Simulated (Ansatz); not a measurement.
Stepwise reaction of tantalum pentafluoride with hydrogen chloride, as a gas-phase model of exchange steps in deposition or etching. ΔE in kJ/mol; ΔG adds harmonic PBE0-D4 terms to CCSD(T)/CBS, at 1 bar.

Program: Ansatz. Geometries: PBE0-D4/def2-TZVP. ΔE: electronic, gas phase. CCSD(T)/CBS adds triple-zeta CCSD(T) − MP2 to the extrapolated MP2 energy (def2 sets, frozen cores). This one scheme is used for every species. Functionals use def2-TZVPP. B3LYP here is the variant with VWN-RPA as its local correlation; programs differ in this. Elements past krypton have def2 core potentials. For Ta outer-core shells are correlated without core-valence functions, which leaves a few kJ/mol of doubt a bond.

```json
{"step": "1", "reaction": "`[F][Ta]([F])([F])([F])[F]` + HCl → `[F][Ta]([F])([F])([F])[Cl]` + H–F", "PBE-D4": "32.1", "B3LYP-D4": "37.3", "ωB97M-V": "37.0", "CCSD(T)/CBS": "29.2", "ΔG(400 K)": "33.3"}
{"step": "2", "reaction": "`[F][Ta]([F])([F])([F])[Cl]` + HCl → `[F][Ta]([F])([F])([Cl])[Cl]` + H–F", "PBE-D4": "24.6", "B3LYP-D4": "26.4", "ωB97M-V": "28.0", "CCSD(T)/CBS": "17.9", "ΔG(400 K)": "22.3"}
{"step": "3", "reaction": "`[F][Ta]([F])([F])([Cl])[Cl]` + HCl → `[F][Ta]([F])([Cl])([Cl])[Cl]` + H–F", "PBE-D4": "30.9", "B3LYP-D4": "35.9", "ωB97M-V": "37.4", "CCSD(T)/CBS": "26.2", "ΔG(400 K)": "30.4"}
```

Task: By hand: ΔE of the 3 steps together at CCSD(T)/CBS.

Result: (29.2) + (17.9) + (26.2) = 73.3 kJ/mol, or 24.4 kJ/mol a step.

In ΔE step 2 is the lowest and step 1 the highest. All are uphill at CCSD(T)/CBS. ΔG lies between 22.3 and 33.3 kJ/mol a step. PBE-D4 differs from CCSD(T)/CBS by 2.9 to 6.7 kJ/mol a step. Isolated molecules leave out the surface, adducts and barriers. Largest T1 diagnostic: 0.018.
